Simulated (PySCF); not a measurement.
Sn(OH)3(SH) (H4O3SSn), SMILES [SH][Sn]([OH])([OH])[OH].

Geometry optimised at PBE0-D3(BJ)/def2-SVP. The def2 effective core potentials stand for the cores of Sn; spin–orbit coupling is left out. One conformer was computed; it need not be the lowest.

All values below come from PySCF with TDDFT-ωB97X/def2-SVPD.

Vertical excitations. The molecule is in vacuum.

| state | energy (eV) | λ (nm) | f | main pairs |
|---|---|---|---|---|
| S1 | 5.14 | 241 | 0.021 | HOMO→LUMO 86 % |
| S2 | 6.30 | 197 | 0.043 | HOMO−2→LUMO 44 %, HOMO−1→LUMO 23 %, HOMO−3→LUMO 16 % |
| S3 | 6.40 | 194 | 0.099 | HOMO−2→LUMO 41 %, HOMO−1→LUMO 28 %, HOMO−3→LUMO 14 % |
| S4 | 6.51 | 191 | 0.114 | HOMO−3→LUMO 50 %, HOMO−1→LUMO 29 % |
| S5 | 6.59 | 188 | 0.011 | HOMO→LUMO+1 66 % |
| S6 | 7.34 | 169 | 0.188 | HOMO−4→LUMO 64 % |
| S7 | 7.63 | 163 | 0.084 | HOMO−5→LUMO 59 %, HOMO−6→LUMO 12 % |
| S8 | 7.70 | 161 | 0.107 | HOMO−6→LUMO 41 %, HOMO−5→LUMO 13 %, HOMO−4→LUMO 10 %, HOMO→LUMO+2 6 % |
| S9 | 7.95 | 156 | 0.033 | HOMO→LUMO+2 36 %, HOMO→LUMO+4 29 %, HOMO→LUMO+10 10 % |
| S10 | 8.05 | 154 | 0.084 | HOMO→LUMO+3 18 %, HOMO−1→LUMO+1 16 %, HOMO−7→LUMO 13 %, HOMO→LUMO+4 7 % |
| T1 | 4.70 | 264 | 0 | HOMO→LUMO 84 % |
| T2 | 5.46 | 227 | 0 | HOMO−1→LUMO 86 % |
| T3 | 5.84 | 212 | 0 | HOMO−2→LUMO 83 % |
| T4 | 6.01 | 206 | 0 | HOMO−3→LUMO 76 % |
Triplets are in the Tamm–Dancoff approximation, which puts them higher than full response would, so one can lie above its singlet here.
